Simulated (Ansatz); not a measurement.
`C[BH][GeH2][F]` + `O=[CH][InH2]` → `CBC=O` + `[F][GeH2][InH2]`  (redistribution)

Gas-phase electronic energies from Ansatz, PBE0-D4/def2-TZVP geometries. CBS: MP2 limit from def2 TZ/QZ plus the TZ coupled-cluster correction, frozen cores. DFT in def2-TZVPP. B3LYP here is the variant with VWN-RPA as its local correlation; programs differ in this. def2 core potentials past Kr. For Ge, In outer-core shells are correlated without core-valence functions, which leaves a few kJ/mol of doubt a bond. Scalar relativity is left out up to krypton. One conformer a species, not always the lowest.

`C[BH][GeH2][F]`:

```xyz
10

C     1.081    0.605    1.022
B     0.580    0.230   -0.394
Ge   -1.288   -0.590   -0.703
F    -1.466   -1.070   -2.380
H     0.329    0.690    1.808
H     1.737   -0.240    1.300
H     1.734    1.482    1.033
H     1.302    0.369   -1.338
H    -2.446    0.400   -0.452
H    -1.563   -1.877    0.103
```

`O=[CH][InH2]`:

Cartesian coordinates in Å:
```
O 1.650 0.558 -0.966
C 0.829 0.845 -0.132
In -0.763 -0.659 0.196
H 0.923 1.822 0.404
H -2.164 -0.620 -0.807
H -0.475 -1.946 1.307
```

`CBC=O`:

Cartesian coordinates in Å:
```
C -0.324 -0.018 1.181
B 0.497 -0.314 -0.100
C 0.070 0.250 -1.505
O -0.728 -0.414 -2.136
H 0.200 0.820 1.671
H -1.347 0.314 1.000
H -0.314 -0.835 1.905
H 1.481 -1.000 -0.070
H 0.465 1.197 -1.946
```

`[F][GeH2][InH2]`:

Z-matrix (Å, degrees):
```
Ge
In 1 2.616
F 1 1.757 2 108.3
H 1 1.545 2 115.3 3 -116.5
H 1 1.545 2 115.3 3 116.5
H 2 1.727 1 118.5 3 179.8
H 2 1.720 1 120.3 3 -0.2
```

```
         level  ΔE (kcal/mol)
      B3LYP-D4          -19.7
        B2PLYP          -19.7
MP2/def2-TZVPP          -19.0
 MP2/CBS(def2)          -19.8
```

(1) What does CCSD(T)/CBS give? (Estimate.)

Largest T1 diagnostic among the species: 0.017.

Answers

(1) Ansatz gave: -18.9 kcal/mol. The listed levels differ from it by -0.8, -0.8, -0.1, -0.9 kcal/mol.

In def2-TZVPP, CCSD(T) changes the Hartree–Fock value by +3.3 kcal/mol (the triples alone add +0.5 kcal/mol) and MP2 by +2.4 kcal/mol. From PBE to PBE0 (25 % exact exchange), in def2-TZVPP and without D4, ΔE moves by −0.9 kcal/mol.
